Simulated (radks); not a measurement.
The vanadium ion V3+, 20 electrons, occupied as [Ar] 3d2.

Method: non-relativistic Kohn-Sham, PBEsol, spin-polarised, spherical densities, point nucleus; open shells are filled with parallel spins first; computed with a radial shooting solver on a logarithmic mesh with Libxc functionals.

Energy parts (eV):
| part | energy |
|---|---|
| total | -25599.114 |
| kinetic | 25575.610 |
| electron-nucleus | -60039.174 |
| Hartree | 10033.773 |
| exchange-correlation | -1169.324 |

Orbitals (lengths in bohr, moments of r in powers of bohr; <r^-3> diverges for s and p1/2; r(max) is where P^2 peaks; r(90%) holds 90 % of the orbital's charge):
orbital  occ.  eigenvalue (eV)  r(90%)   r(max)  <1/r>  <r^-3>
1s up       1        -5353.826   0.120  0.04414  22.51       -
1s down     1        -5353.837   0.120  0.04414  22.51       -
2s up       1        -629.6064   0.483   0.2584  4.729       -
2s down     1        -628.7283   0.483   0.2583  4.734       -
2p up       3        -536.6737   0.452   0.2092  4.672   301.3
2p down     3        -536.0075   0.451   0.2091  4.676   301.9
3s up       1        -103.4133    1.41   0.8226  1.489       -
3s down     1        -101.1423    1.41   0.8230  1.486       -
3p up       3         -77.9603    1.52   0.8409  1.375   37.18
3p down     3         -75.7149    1.53   0.8416  1.371   36.90
3d up       2         -38.0401    1.93   0.8480  1.099   3.287
3d down     0         -35.8714    1.96   0.8525  1.089   3.235

The highest occupied level is 3d up at -38.040 eV. For comparison, the ionisation energy in NIST's Atomic Spectra Database is 46.709 eV (measured). In exact Kohn-Sham theory the highest level is minus the ionisation energy, but local and semilocal functionals leave it too shallow, through self-interaction and a potential that decays too fast; potentials with the right tail come closer. The density falls to 0.001 e/bohr^3 at r = 2.78 bohr. The electron density at the nucleus is 8165 e/bohr^3. Virial ratio -V/T = 2.00092.
